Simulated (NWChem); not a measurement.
Molecule: SiNH3Cl2; SMILES N[SiH](Cl)Cl

```xyz
7

Si     0.3041     0.4375    -0.0057
N      1.8863    -0.1791     0.1287
Cl    -0.8036    -0.3412    -1.5743
Cl    -0.7033    -0.0493     1.7206
H      0.3535     1.9031    -0.1997
H      2.6101     0.1365    -0.5078
H      2.0474    -1.1300     0.4423
```
Atoms are numbered in this order, from 1.

The geometry was optimised at PBE0/def2-SVP.

Question: Give the principal values of the shielding tensors (ppm) of Si1, N2, Cl3, Cl4 from LDA (Slater exchange, VWN5)/pcSseg-1, GIAO (NWChem), with their diamagnetic and paramagnetic parts as GIAO splits them.

Answer: 
| atom | σ11 | σ22 | σ33 | isotropic | diamagnetic | paramagnetic |
|---|---|---|---|---|---|---|
| Si1 | 280.4 | 316.0 | 350.5 | 315.6 | 881.8 | -566.1 |
| N2 | 183.0 | 204.0 | 246.6 | 211.2 | 319.0 | -107.8 |
| Cl3 | 592.2 | 687.6 | 930.4 | 736.7 | 1148.3 | -411.6 |
| Cl4 | 668.7 | 799.6 | 986.0 | 818.1 | 1148.3 | -330.2 |
